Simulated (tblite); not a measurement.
Compound: C5H13BN2Si2.
SMILES with atom numbers: `[SiH3:1][N:2]([SiH3:3])[BH2-:4][n+:5]1[cH:6][cH:7][cH:8][cH:9][cH:10]1` (hydrogens: H11, H12, H13 on Si1; H14, H15, H16 on Si3; H17, H18 on B4; H19 on C6; H20 on C7; H21 on C8; H22 on C9; H23 on C10)
Bond orders are those of one Lewis drawing.

Computed with GFN2-xTB (tblite), gas phase: L-BFGS steps from a force-field or distance-geometry start until the largest atomic force falls under 0.01 eV/Å.

Step 49: E = -760.2779 eV
```
atom  x, y, z in Å  |  force x, y, z in eV/Å
Si1     1.9532   -1.2821    0.6736    0.006   0.055   0.103
N2      1.6514    0.3460    0.1894    0.164  -0.010   0.056
Si3     2.5414    1.6818    0.8330   -0.041  -0.004  -0.059
B4      0.7978    0.5628   -1.0659   -0.116   0.012   0.007
N5     -0.6747    0.1005   -0.6089    0.115  -0.017  -0.016
C6     -1.3158    0.8051    0.3198   -0.007   0.013  -0.159
C7     -2.5935    0.4832    0.7371    0.096  -0.028  -0.017
C8     -3.2037   -0.6475    0.2085    0.086  -0.053   0.114
C9     -2.4894   -1.4268   -0.6872   -0.010   0.022   0.054
C10    -1.2254   -1.0132   -1.0776   -0.095   0.049  -0.033
H11     3.3317   -1.7342    0.4525    0.018   0.047   0.059
H12     1.0834   -2.1604   -0.1140   -0.068  -0.110  -0.004
H13     1.5531   -1.4449    2.0856    0.075   0.028  -0.051
H14     3.2083    1.2591    2.0719   -0.031  -0.058  -0.074
H15     1.6741    2.8241    1.1819   -0.129  -0.093  -0.025
H16     3.5152    2.1936   -0.1379    0.078  -0.025   0.012
H17     1.1100   -0.1310   -1.9944   -0.050   0.090   0.156
H18     0.7063    1.7203   -1.3546   -0.051  -0.101   0.032
H19    -0.7793    1.6538    0.7187   -0.015  -0.002  -0.082
H20    -3.1001    1.1025    1.4609    0.021  -0.022  -0.007
H21    -4.1950   -0.9328    0.5234   -0.045   0.004  -0.034
H22    -2.9078   -2.3432   -1.0735    0.026   0.034  -0.047
H23    -0.6460   -1.5897   -1.7862   -0.028   0.168   0.014
```

Step 50: E = -760.2843 eV
```
atom  x, y, z in Å  |  force x, y, z in eV/Å
Si1     1.9661   -1.2882    0.6768   -0.026   0.061   0.066
N2      1.6544    0.3393    0.1983    0.105   0.009  -0.049
Si3     2.5467    1.6800    0.8234   -0.122   0.011   0.113
B4      0.7983    0.5633   -1.0570   -0.116  -0.025   0.026
N5     -0.6767    0.1016   -0.6101    0.079  -0.027  -0.013
C6     -1.3224    0.8076    0.3122    0.025   0.083  -0.063
C7     -2.5965    0.4849    0.7334    0.012  -0.071   0.028
C8     -3.2013   -0.6522    0.2139    0.026   0.016   0.052
C9     -2.4952   -1.4246   -0.6928   -0.008  -0.021   0.077
C10    -1.2332   -1.0083   -1.0819   -0.015   0.048  -0.043
H11     3.3455   -1.7385    0.4603    0.025   0.048   0.048
H12     1.0962   -2.1695   -0.1096   -0.058  -0.095  -0.004
H13     1.5646   -1.4442    2.0855    0.065   0.006   0.009
H14     3.2091    1.2646    2.0679   -0.016  -0.058  -0.081
H15     1.6732    2.8196    1.1768   -0.101  -0.114  -0.048
H16     3.5170    2.1911   -0.1417    0.143   0.006  -0.068
H17     1.1068   -0.1277   -1.9858   -0.020   0.070   0.114
H18     0.7077    1.7214   -1.3412   -0.045  -0.091   0.030
H19    -0.7966    1.6596    0.7161    0.047   0.020  -0.104
H20    -3.1061    1.1038    1.4568    0.048  -0.034  -0.028
H21    -4.1913   -0.9340    0.5278   -0.112  -0.039   0.007
H22    -2.9158   -2.3405   -1.0817    0.049   0.072  -0.034
H23    -0.6554   -1.5820   -1.7911    0.013   0.126  -0.035
```

Step 51: E = -760.2899 eV
```
atom  x, y, z in Å  |  force x, y, z in eV/Å
Si1     1.9548   -1.2909    0.6806   -0.034   0.038  -0.029
N2      1.6536    0.3379    0.1980    0.038   0.017  -0.125
Si3     2.5352    1.6829    0.8281   -0.130  -0.001   0.145
B4      0.8022    0.5631   -1.0678   -0.047  -0.050   0.075
N5     -0.6697    0.1061   -0.6277   -0.049   0.009   0.048
C6     -1.3119    0.8123    0.2975   -0.061   0.041   0.020
C7     -2.5799    0.4827    0.7381    0.056  -0.046   0.020
C8     -3.1858   -0.6601    0.2328   -0.049   0.009  -0.007
C9     -2.4912   -1.4245   -0.6900    0.070   0.008   0.061
C10    -1.2346   -1.0005   -1.0964   -0.054  -0.008  -0.008
H11     3.3322   -1.7531    0.4635   -0.010   0.060   0.049
H12     1.0734   -2.1703   -0.1047   -0.006  -0.045   0.038
H13     1.5537   -1.4394    2.0868    0.053  -0.001   0.056
H14     3.1897    1.2681    2.0773   -0.007  -0.058  -0.084
H15     1.6553    2.8178    1.1858   -0.092  -0.122  -0.066
H16     3.5087    2.1974   -0.1309    0.145   0.015  -0.073
H17     1.1159   -0.1329   -1.9888   -0.004   0.056   0.083
H18     0.7176    1.7194   -1.3587   -0.035  -0.083   0.043
H19    -0.7876    1.6649    0.6994    0.065   0.049  -0.106
H20    -3.0861    1.1003    1.4666    0.086  -0.044  -0.052
H21    -4.1751   -0.9447    0.5572   -0.002  -0.022  -0.004
H22    -2.9132   -2.3409   -1.0775    0.060   0.091  -0.026
H23    -0.6621   -1.5686   -1.8131    0.007   0.087  -0.061
```

Task: Estimate the geometry and energy of step 52. (The exact step hangs on the optimiser's Hessian estimate; all steps are aligned on step 51, rigid shifts and turns removed.)

Result: E = -760.2964 eV, largest force 0.163 eV/Å
```
atom  x, y, z in Å  |  force x, y, z in eV/Å
Si1     1.9596   -1.2934    0.6844   -0.047   0.015  -0.106
N2      1.6617    0.3348    0.1944   -0.007   0.005  -0.105
Si3     2.5348    1.6843    0.8268   -0.055  -0.012   0.059
B4      0.7980    0.5627   -1.0647    0.020  -0.061   0.101
N5     -0.6682    0.1056   -0.6292   -0.147   0.033   0.062
C6     -1.3136    0.8153    0.2900   -0.021   0.023   0.096
C7     -2.5768    0.4816    0.7377   -0.013  -0.032   0.050
C8     -3.1831   -0.6639    0.2399   -0.072   0.034  -0.058
C9     -2.4926   -1.4230   -0.6893    0.053  -0.023   0.030
C10    -1.2401   -0.9965   -1.1005    0.044  -0.002   0.015
H11     3.3402   -1.7570    0.4695   -0.064   0.075   0.054
H12     1.0736   -2.1792   -0.0992    0.049   0.014   0.081
H13     1.5569   -1.4351    2.0904    0.052  -0.006   0.063
H14     3.1869    1.2652    2.0750    0.001  -0.048  -0.069
H15     1.6446    2.8103    1.1834   -0.080  -0.103  -0.068
H16     3.5176    2.2005   -0.1321    0.053  -0.014   0.007
H17     1.1122   -0.1275   -1.9836    0.023  -0.006  -0.006
H18     0.7123    1.7168   -1.3529   -0.030  -0.019   0.035
H19    -0.7914    1.6685    0.6917    0.077   0.072  -0.105
H20    -3.0823    1.1006    1.4657    0.086  -0.040  -0.050
H21    -4.1741   -0.9477    0.5594    0.006  -0.024   0.034
H22    -2.9145   -2.3373   -1.0821    0.053   0.088  -0.017
H23    -0.6667   -1.5586   -1.8187    0.019   0.029  -0.104
```

The energy changes by -0.0064 eV. The first-order estimate −F·Δx gives -0.0098 eV and the mean of the old and new forces, exact on a quadratic surface, -0.0064 eV. The step makes an angle of 59° with the force vector and moves no atom by more than 0.013 Å.

The cost below is that of the whole relaxation. Time: 4.5 s wall. Hardware: Arm Neoverse N1, one thread, shared host.
